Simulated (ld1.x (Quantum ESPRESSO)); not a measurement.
Pt: variants of one ultrasoft potential

Base potential:

* Element: Pt
* Generator: ld1.x (Quantum ESPRESSO) 7.5
* Type: ultrasoft
* Functional: LDA (PZ)
* Relativity: fully relativistic
* Frozen core: [Xe] 4f14
* Valence charge: 10
* Reference configuration: 5d9 6s0 6p0 (charge +1)
* Partial waves: 6s (bound, empty): rcut 2.25, rcutus 2.75 bohr; 6s channel at -0.35 Ry: rcut 2.25, rcutus 2.75 bohr; 6p (bound, empty): rcut 2.55, rcutus 2.85 bohr; 6p channel at 1.35 Ry: rcut 2.55, rcutus 2.85 bohr; 5d (bound): rcut 1.25, rcutus 1.55 bohr; 5d channel at -0.65 Ry: rcut 1.25, rcutus 1.55 bohr
* Local potential: all-electron potential smoothed inside 2.25 bohr (lloc = -1)
* Core correction: a·sin(br)/r model core inside 1.15 bohr
* Augmentation charge: PSQ, radius 1.40 bohr

Open shells are filled in proportion to 2j + 1 (rel_dist='average').

All-electron outer shells of the reference configuration (LDA (PZ), scalar-relativistic, ld1.x):

```csv
shell,level (eV),outermost node (bohr),outermost maximum (bohr)
5p,-64.62,0.53,0.98
5d,-14.59,0.57,1.26
6s,-13.26,1.14,2.30
6p,-6.84,1.35,3.02
```

Cutoffs, loose and tight: the cutoffs (Ry, on a coarse ladder) from which the occupation-weighted sum of valence levels, in a spherical-Bessel basis at the reference potential, stays within 10 and 1 mRy of its value at 400 Ry. They do not see the model core or the augmentation charge, which bear on the density cutoff. Test errors are all-electron minus pseudo excitation energies from the reference, over the configurations 5d9 6s1 6p0; 5d8 6s0 6p0; 5d7 6s0 6p0; 5d6 6s0 6p0; 5d9 6s0.5 6p0; 5d9.5 6s0.5 6p0; 5d8 6s2 6p0. A dash means not determined; rows that change the core or the reference have their own tests. The largest error is taken over the tests solved by every variant that gives reliable tests at all: 5d6 6s0 6p0; 5d7 6s0 6p0; 5d8 6s0 6p0; 5d9 6s1 6p0.

A true bound ghost makes a file unfit for plane-wave use even where its test errors are small: the radial tests pick states by their node count and pass the ghost by.

Cutoffs are not given where the Bessel-basis levels miss the radial ones by over 6 mRy, ghosts where they miss by over 20 mRy; a channel whose overlap is not positive is not tested.

A file whose overlap is not positive is unfit for use, and its test errors describe a broken file.

```csv
change,outcome,"cutoff, loose","cutoff, tight",bound ghosts,largest test error (meV)
base,generated,45 Ry,80 Ry,none,-677
"all radii but the core radius scaled by about 0.78 (s 2.14, p 2.22, d 1.20 bohr, rcut 1.74/1.98/0.98); local potential all-electron potential smoothed inside 1.74 bohr (lloc = -1); augmentation PSQ, radius 1.08 bohr",generated,70 Ry,120 Ry,"s, p3/2, p1/2",-664
"all radii but the core radius scaled by about 0.83 (s 2.28, p 2.38, d 1.28 bohr, rcut 1.88/2.12/1.04); local potential all-electron potential smoothed inside 1.88 bohr (lloc = -1); augmentation PSQ, radius 1.16 bohr",generated,60 Ry,110 Ry,"p3/2, s",-674
"all radii but the core radius scaled by about 0.90 (s 2.46, p 2.56, d 1.38 bohr, rcut 2.02/2.28/1.12); local potential all-electron potential smoothed inside 2.02 bohr (lloc = -1); augmentation PSQ, radius 1.26 bohr",generated,55 Ry,100 Ry,none,-688
"all radii but the core radius scaled by about 1.09 (s 2.98, p 3.10, d 1.68 bohr, rcut 2.44/2.76/1.36); local potential all-electron potential smoothed inside 2.44 bohr (lloc = -1); augmentation PSQ, radius 1.52 bohr",generated,40 Ry,70 Ry,none,-722
"all radii but the core radius scaled by about 1.16 (s 3.20, p 3.32, d 1.80 bohr, rcut 2.62/2.98/1.46); local potential all-electron potential smoothed inside 2.62 bohr (lloc = -1); augmentation PSQ, radius 1.64 bohr",generated,35 Ry,55 Ry,none,-775
"all radii but the core radius scaled by about 1.22 (s 3.36, p 3.48, d 1.90 bohr, rcut 2.74/3.12/1.52); local potential all-electron potential smoothed inside 2.74 bohr (lloc = -1); augmentation PSQ, radius 1.70 bohr",generated,30 Ry,50 Ry,none,-596
"all radii but the core radius scaled by about 1.30 (s 3.58, p 3.70, d 2.02 bohr, rcut 2.92/3.32/1.62); local potential all-electron potential smoothed inside 2.92 bohr (lloc = -1); augmentation PSQ, radius 1.82 bohr",generated,30 Ry,45 Ry,none,-917
"all radii but the core radius scaled by about 1.38 (s 3.80, p 3.94, d 2.14 bohr, rcut 3.12/3.52/1.72); local potential all-electron potential smoothed inside 3.12 bohr (lloc = -1); augmentation PSQ, radius 1.94 bohr","generated, overlap not positive",–,–,not determined (overlap not positive),-1611
```

Reading the sweep of the scale of all radii but the core radius (base = 1) (base included, trends over the rows without a ghost): The loose cutoff falls from 55 Ry at 0.9 to 30 Ry at 1.3. A larger radius leaves more room for a smooth pseudo-wave, so fewer plane waves are needed; a smaller one forces it to follow the all-electron wave where it bends sharply. The median size of the test errors (rows with all tests solved) is not monotonic: lowest 26.2 meV at 0.9, highest 39.5 meV at 1.09. Bound ghosts are found at 0.78, 0.83.
